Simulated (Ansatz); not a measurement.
System: AlBr₂ (charge 0, doublet). It need not be the lowest isomer of its formula. SMILES: [Br][Al][Br]
Structure (B3LYP-D3(BJ)/def2-TZVP (Ansatz, a program for electronic structure) minimum search):
```xyz
3

Al     0.6212     0.4891     0.5656
Br    -0.2566     1.4693    -1.2990
Br     0.0259    -1.6510     1.0889
```
Charge 0, spin multiplicity 2.

Parts of the frozen-core correlation energy in 6-31G (Ansatz, hartree). Frozen orbitals: 33; correlated occupied orbitals by spin: 9 and 8; virtual: 29 and 30. UHF or UKS for open shells. No spin-orbit coupling. No relativistic terms.

| term | value |
|---|---|
| reference (HF) | -5386.08898 |
| MP2 opposite-spin | (withheld) |
| MP2 same-spin | (withheld) |
| CCSD correlation | (withheld) |
| (T) | -0.00326 |
| T1 diagnostic | 0.017 |
| largest doubles amplitude | 0.034 |
| <S^2> of the reference | 0.755 |

Question: Fill in the missing entries.

Answer: 
- MP2 opposite-spin, value: -0.07236
- MP2 same-spin, value: -0.02361
- CCSD correlation, value: -0.11193
